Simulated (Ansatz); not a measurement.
Computed with Ansatz on PBE0-D4/def2-TZVP structures; ΔE is electronic, products minus reactants. CCSD(T)/CBS is the MP2 limit (def2-TZVPP, def2-QZVPP) plus CCSD(T) − MP2 in def2-TZVPP, frozen cores. Functionals use def2-TZVPP. B3LYP here is the variant with VWN-RPA as its local correlation; programs differ in this. def2 core potentials past Kr. For Ge, Sn outer-core shells are correlated without core-valence functions, which leaves a few kJ/mol of doubt a bond. Scalar relativity is left out up to krypton. Each species was taken in one conformer, which may not be the lowest.

Consider the redistribution: `[F][Sn]([F])([SiH3])[SiH3]` + `[OH][GeH2][F]` → `[F][SnH]([F])[SiH3]` + `[OH][GeH]([F])[SiH3]`.

`[F][Sn]([F])([SiH3])[SiH3]`:

```xyz
11

F     0.204   -2.179   -0.987
Sn   -0.160   -0.633    0.106
F    -1.115   -1.411    1.590
Si   -1.928    0.710   -1.198
Si    2.124    0.062    1.069
H    -1.306    1.223   -2.445
H    -2.375    1.846   -0.354
H    -3.060   -0.196   -1.507
H     1.910    1.160    2.045
H     2.726   -1.120    1.728
H     2.981    0.539   -0.046
```

`[OH][GeH2][F]`:

Cartesian coordinates in Å:
```
O -1.247 -0.579 -0.077
Ge 0.350 0.149 -0.212
F 0.395 1.522 0.854
H -1.419 -0.972 0.782
H 1.455 -0.786 0.295
H 0.466 0.665 -1.643
```

`[F][SnH]([F])[SiH3]`:

Z-matrix (Å, degrees):
```
Sn
F 1 1.919
Si 1 2.563 2 107.1
F 1 1.919 2 102.5 3 112.7
H 1 1.703 2 105.1 3 -137.7
H 3 1.483 1 108.2 2 175.2
H 3 1.483 1 108.1 2 -65.2
H 3 1.481 1 107.6 2 54.9
```

`[OH][GeH]([F])[SiH3]`:

```xyz
9

O    -1.848    0.049    0.782
Ge   -0.124    0.448    0.747
F     0.611   -0.374    2.104
Si    0.761   -0.486   -1.257
H    -2.311    0.424    1.535
H     0.085    1.943    1.066
H     2.229   -0.264   -1.274
H     0.139    0.196   -2.420
H     0.457   -1.936   -1.283
```

| level | ΔE (kJ/mol) |
| --- | --- |
| LDA (SPW92) | 19.1 |
| ωB97X-V | 17.9 |
| PBE-QIDH | 20.7 |
| B3LYP | 19.8 |
| CAM-B3LYP | 17.9 |
| HF/def2-SVP | 24.9 |
| CCSD(T)/def2-SVP | 25.8 |
| MP2/def2-TZVPP | 22.9 |

Q: What does CCSD(T)/CBS give? (Estimate.)

A: Computed: +20.8 kJ/mol. The listed levels differ from it by -1.7, -2.9, -0.1, -1.0, -2.9, 4.1, 5.0, 2.1 kJ/mol.

Largest T1 diagnostic among the species: 0.015.

Leaving LDA and LC-ωPBE aside and taking each functional with its dispersion term where it has one, the values, not all of them listed here, spread over 5.2 kJ/mol, from B97M-V to B2PLYP. At CCSD(T), def2-SVP lies +5.0 kJ/mol from the extrapolated value and def2-TZVPP −1.9 kJ/mol.

CCSD(T)/CBS has its own doubt, a few kJ/mol and more with outer-core shells, so smaller differences from it don't rank the levels.
